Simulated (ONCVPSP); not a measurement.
zinc (Zn) ONCV: all-electron and pseudo phase curves

```
Element                 : Zn
Generator               : ONCVPSP 4.0.1
Type                    : optimised norm-conserving Vanderbilt (ONCV)
Functional              : PBE
Relativity              : scalar-relativistic
Frozen core             : [Ne] 3s2
Valence charge          : 18
Reference configuration : 3p6 3d10 4s2
Partial waves           : 4s: rc 2.35 bohr, ncon 3, nbas 7, qcut 2.3 1/bohr, 2 projectors, debl 1.5 Ha; 3p: rc 0.85 bohr, ncon 4, nbas 7, qcut 18.6 1/bohr, 2 projectors, debl 2.5 Ha; 3d: rc 0.85 bohr, ncon 5, nbas 10, qcut 17 1/bohr, 2 projectors, debl 2.6 Ha
Local potential         : polynomial inside 0.75 bohr (lpopt 4, dvloc0 -1 Ha)
Core correction         : polynomial model core, fcfact 0.6
```

In the p channel the program set the typed energies aside and used -3.065, 0.250 Ha.

The phase is arctan(r·R′/R) of the radial function R(r), unwrapped; energies in Ha, scanned from -5 to 5 Ha. A pole is an energy at which the radial function vanishes at the test radius. The pseudo phase is shifted by a multiple of π to meet the all-electron one at the reference energy, and phase errors are pseudo minus all-electron; the curves can meet again beyond the range given. Levels narrower than the energy grid can be missing from the lists of poles.

| channel | radius (bohr) | reference energy (Ha) | poles, all-electron | poles, pseudo | unbroken range about the reference energy with phases within 0.05 rad | phase error 1 Ha above the reference energy (rad) |
| --- | --- | --- | --- | --- | --- | --- |
| s | 2.39 | -0.22 | -4.74, 0.73 | -2.34, 0.73, 4.51 | -2.3 to 2.4 | -0.000 |
| p | 0.87 | -3.06 | 0.99 | 0.99 | the whole range | +0.000 |
| d | 0.87 | -0.37 | 3.01 | 3.01 | the whole range | +0.000 |

Note: ghosts flagged at negative energy: s at -63.3 eV; no localised positive-energy state flagged. A true bound ghost makes a file unfit for plane-wave use.

Phases in the d channel:

| E (Ha) | all-electron | pseudo |
| --- | --- | --- |
| -4.96 | 0.877 | 0.877 |
| -4.72 | 0.839 | 0.839 |
| -4.48 | 0.797 | 0.797 |
| -4.24 | 0.748 | 0.748 |
| -4.00 | 0.692 | 0.692 |
| -3.76 | 0.628 | 0.628 |
| -3.52 | 0.553 | 0.553 |
| -3.28 | 0.467 | 0.467 |
| -3.04 | 0.368 | 0.368 |
| -2.80 | 0.254 | 0.254 |
| -2.56 | 0.126 | 0.126 |
| -2.32 | -0.015 | -0.015 |
| -2.08 | -0.165 | -0.165 |
| -1.84 | -0.317 | -0.317 |
| -1.60 | -0.466 | -0.466 |
| -1.36 | -0.605 | -0.605 |
| -1.12 | -0.731 | -0.731 |
| -0.88 | -0.844 | -0.844 |
| -0.64 | -0.942 | -0.942 |
| -0.40 | -1.027 | -1.027 |
| -0.16 | -1.101 | -1.101 |
| 0.08 | -1.165 | -1.165 |
| 0.32 | -1.221 | -1.221 |
| 0.56 | -1.270 | -1.270 |
| 0.80 | -1.314 | -1.314 |
| 1.04 | -1.353 | -1.353 |
| 1.28 | -1.388 | -1.388 |
| 1.52 | -1.420 | -1.420 |
| 1.76 | -1.449 | -1.449 |
| 2.00 | -1.476 | -1.476 |
| 2.24 | -1.501 | -1.501 |
| 2.48 | -1.524 | -1.524 |
| 2.72 | -1.546 | -1.546 |
| 2.96 | -1.566 | -1.566 |
| 3.20 | -1.586 | -1.586 |
| 3.44 | -1.605 | -1.605 |
| 3.68 | -1.623 | -1.623 |
| 3.92 | -1.641 | -1.641 |
| 4.16 | -1.659 | -1.659 |
| 4.40 | -1.676 | -1.676 |
| 4.64 | -1.693 | -1.693 |
| 4.88 | -1.710 | -1.710 |
